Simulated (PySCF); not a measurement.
Screening by computed properties: pick the candidate that meets the target.

Each SMILES stands for a single optimised conformer of the isolated species, non-relativistic unless stated; the electronic structure was computed with PySCF and density fitting.

The conformers computed, where there is a choice (atom-mapped SMILES and torsion angles):
- `[CH2:1]=[CH:2][Si@@H:3]([Cl:4])[SiH2:5][CH2:6][F:7]`: C1–C2–Si3–Cl4 -139°, C2–Si3–Si5–C6 127°, Si3–Si5–C6–F7 -50°
- `[SiH3:1][O:2][C@@H:3]([CH2:4][Cl:5])[Si:6]([Cl:7])([Cl:8])[Cl:9]`: Si1–O2–C3–C4 90°, O2–C3–C4–Cl5 179°, O2–C3–Si6–Cl7 -80°
- `[CH:1]#[C:2][Si@H:3]([SiH3:4])[CH:5]([CH3:6])[CH3:7]`: C2–Si3–C5–C6 -172°
- `[F:1][CH:2]([F:3])[SiH2:4][Si:5]([SiH3:6])([SiH3:7])[Cl:8]`: F1–C2–Si4–Si5 49°, C2–Si4–Si5–Si6 55°
- `[CH2:1]=[C:2]([CH3:3])[SiH:4]1[CH2:5][SiH2:6][CH2:7]1`: C1–C2–Si4–C5 132°

(1) Wanted: dipole moment below 1.4 D (PBE0/pcSseg-1) and HOMO–LUMO gap above 7 eV (PBE0/pcSseg-1), at GFN2-xTB geometries. Which candidate meets both?
A. `C=C[Si@@H](Cl)[SiH2]CF`
B. `FC(F)[SiH2][Si]([SiH3])([SiH3])Cl`
C. `[SiH3]O[C@@H](CCl)[Si](Cl)(Cl)Cl`
D. `C#C[Si@H]([SiH3])C(C)C`

(2) Wanted: smallest rotational constant above 1 GHz (GFN2-xTB) and HOMO energy above -7.9 eV (PBE0/pcSseg-1), at GFN2-xTB geometries. Which candidate meets both?
A. `[SiH3]O[C@@H](CCl)[Si](Cl)(Cl)Cl`
B. `C=C[Si@@H](Cl)[SiH2]CF`
C. `C(C)(C)[Si@@H]([SiH3])C#C`
D. `C=C(C)[SiH]1C[SiH2]C1`

## Answers

(1) D. Computed values:
| species | dipole moment | HOMO–LUMO gap |
| --- | --- | --- |
| C#C[Si@H]([SiH3])C(C)C | 0.69 D | 7.36 eV |
| FC(F)[SiH2][Si]([SiH3])([SiH3])Cl | 1.32 D | 6.50 eV |
| C=C[Si@@H](Cl)[SiH2]CF | 1.55 D | 7.14 eV |
| [SiH3]O[C@@H](CCl)[Si](Cl)(Cl)Cl | 2.77 D | 7.96 eV |

(2) D. Computed values:
| species | smallest rotational constant | HOMO energy |
| --- | --- | --- |
| [SiH3]O[C@@H](CCl)[Si](Cl)(Cl)Cl | 0.392 GHz | -8.32 eV |
| C=C[Si@@H](Cl)[SiH2]CF | 0.683 GHz | -8.06 eV |
| C(C)(C)[Si@@H]([SiH3])C#C | 0.950 GHz | -7.71 eV |
| C=C(C)[SiH]1C[SiH2]C1 | 1.030 GHz | -7.42 eV |
